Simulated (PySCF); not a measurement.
AlF3 (SMILES [F][Al]([F])[F]), singlet, geometry from GFN2-xTB (such geometries of metal compounds can be far from the true shape); PySCF with R2SCAN/aug-cc-pVDZ.

Here is a job for PySCF.
```python
from pyscf import gto, scf, dft

mol = gto.Mole()
mol.atom = '''
    Al    0.000000   -0.000000   -0.000000
    F    -0.020933    1.630854    0.037916
    F     1.423183   -0.797103   -0.027175
    F    -1.402250   -0.833751   -0.010741
'''
mol.basis = 'aug-cc-pvdz'
mol.charge = 0
mol.spin = 0
mol.verbose = 4
mol.build()

mf = dft.RKS(mol)
mf.xc = 'r2scan'
mf.grids.atom_grid = (99, 590)
mf.grids.prune = None
mf.kernel()
```

The log (banner, timings and long lists left out):

```
PySCF version 2.14.0

[INPUT] verbose = 4
[INPUT] num. atoms = 4
[INPUT] num. electrons = 40
[INPUT] charge = 0
[INPUT] spin (= nelec alpha-beta = 2S) = 0
[INPUT] symmetry False subgroup None
[INPUT] Mole.unit = angstrom
[INPUT] Symbol           X                Y                Z      unit          X                Y                Z       unit  Magmom
[INPUT]  1 Al     0.000000000000   0.000000000000   0.000000000000 AA    0.000000000000   0.000000000000   0.000000000000 Bohr   0.0
[INPUT]  2 F     -0.020933000000   1.630854000000   0.037916000000 AA   -0.039557636966   3.081867409151   0.071650855739 Bohr   0.0
[INPUT]  3 F      1.423183000000  -0.797103000000  -0.027175000000 AA    2.689426095137  -1.506306363069  -0.051353307435 Bohr   0.0
[INPUT]  4 F     -1.402250000000  -0.833751000000  -0.010741000000 AA   -2.649868458171  -1.575561046082  -0.020297548304 Bohr   0.0

nuclear repulsion = 159.358870839521
number of shells = 32
number of NR pGTOs = 155
number of NR cGTOs = 96
basis = aug-cc-pvdz
ecp = {}

******** <class 'pyscf.dft.rks.RKS'> ********
method = RKS
initial guess = minao
damping factor = 0
level_shift factor = 0
DIIS = <class 'pyscf.scf.diis.CDIIS'>
diis_start_cycle = 1
diis_space = 8
diis_damp = 0
SCF conv_tol = 1e-09
SCF conv_tol_grad = None
SCF max_cycles = 50
direct_scf = True
direct_scf_tol = 1e-13
XC library pyscf.dft.libxc version 7.1.2
    S. Lehtola, C. Steigemann, M. J. T. Oliveira, and M. A. L. Marques,  SoftwareX 7, 1–5 (2018)
XC functionals = r2scan
    J. W. Furness, A. D. Kaplan, J. Ning, J. P. Perdew, and J. Sun,  J. Phys. Chem. Lett. 11, 8208–8215 (2020)
    J. W. Furness, A. D. Kaplan, J. Ning, J. P. Perdew, and J. Sun,  J. Phys. Chem. Lett. 11, 9248–9248 (2020)
    J. W. Furness, A. D. Kaplan, J. Ning, J. P. Perdew, and J. Sun,  J. Phys. Chem. Lett. 11, 8208–8215 (2020)
    J. W. Furness, A. D. Kaplan, J. Ning, J. P. Perdew, and J. Sun,  J. Phys. Chem. Lett. 11, 9248–9248 (2020)
radial grids:
    Treutler-Ahlrichs [JCP 102, 346 (1995); DOI:10.1063/1.469408] (M4) radial grids

becke partition: Becke, JCP 88, 2547 (1988); DOI:10.1063/1.454033
pruning grids: None
grids dens level: 3
symmetrized grids: False
atomic radii adjust function: <function treutler_atomic_radii_adjust>
User specified grid scheme (99, 590)
small_rho_cutoff = 0
Set gradient conv threshold to 3.16228e-05
Initial guess from minao.
tot grids = 233640
init E= -542.14899104224
  HOMO = -0.49697184506118  LUMO = -0.107786731944755  gap/eV = 10.59027
cycle= 1 E= -541.909014219762  delta_E= 0.24  |g|= 0.971  |ddm|= 1.56
  HOMO = -0.229770506348268  LUMO = -0.0508632041983148  gap/eV = 4.86832
cycle= 2 E= -541.489266392588  delta_E= 0.42  |g|= 1.88  |ddm|= 1.62
  HOMO = -0.37864848340989  LUMO = -0.0755084914977715  gap/eV = 8.24886
cycle= 3 E= -542.068383872216  delta_E= -0.579  |g|= 0.0214  |ddm|= 1.07
  HOMO = -0.374111294229412  LUMO = -0.074450597944212  gap/eV = 8.15418
cycle= 4 E= -542.06849391768  delta_E= -0.00011  |g|= 0.00562  |ddm|= 0.0318
  HOMO = -0.37473331566338  LUMO = -0.0747030790157641  gap/eV = 8.16424
cycle= 5 E= -542.068498660031  delta_E= -4.74e-06  |g|= 0.000622  |ddm|= 0.00311
  HOMO = -0.374806528973453  LUMO = -0.0747182725121096  gap/eV = 8.16582
cycle= 6 E= -542.068498724272  delta_E= -6.42e-08  |g|= 8.14e-05  |ddm|= 0.000549
  HOMO = -0.374808494876956  LUMO = -0.0747200136890847  gap/eV = 8.16582
cycle= 7 E= -542.068498725177  delta_E= -9.04e-10  |g|= 3.46e-05  |ddm|= 6.26e-05
  HOMO = -0.374809759380058  LUMO = -0.0747212484396442  gap/eV = 8.16582
cycle= 8 E= -542.068498725376  delta_E= -1.99e-10  |g|= 1.9e-06  |ddm|= 2.01e-05
  HOMO = -0.374809156663106  LUMO = -0.0747206886668765  gap/eV = 8.16582
Extra cycle  E= -542.068498725377  delta_E= -5.68e-13  |g|= 1.55e-06  |ddm|= 2.41e-06
converged SCF energy = -542.068498725377
```
